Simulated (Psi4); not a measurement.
Torsional profile of SMILES O/C=C\S. Scanned: dihedral C2–C3–S4–H8; all other coordinates were relaxed at B3LYP-D3(BJ)/def2-SVP. Points at φ and −φ are mirror images.

Geometry of the scan point at 120° (Å):
```
8

O     -1.5076     0.9638     0.0147
C     -0.9785    -0.2673     0.0115
C      0.3312    -0.5722    -0.0601
S      1.5206     0.7218    -0.3531
H     -0.7653     1.5984    -0.0057
H     -1.7401    -1.0503     0.0843
H      0.6598    -1.6126    -0.0727
H      2.2532     0.5837     0.7811
```

Level of theory: DF-MP2 (frozen core)/cc-pVTZ // B3LYP-D3(BJ)/def2-SVP in Psi4.

Scanned values (°): -150, -120, -90, -60, -30, 0, 30, 60, 90, 120, 150, 180.

At which scan points does the profile have its minima and maxima, and how high do they lie?

Lower than their neighbours: -90° (0.000 eV), 90° (0.000 eV). Higher than their neighbours: 0° (0.217 eV), 180° (0.168 eV). The whole profile spans 0.217 eV.
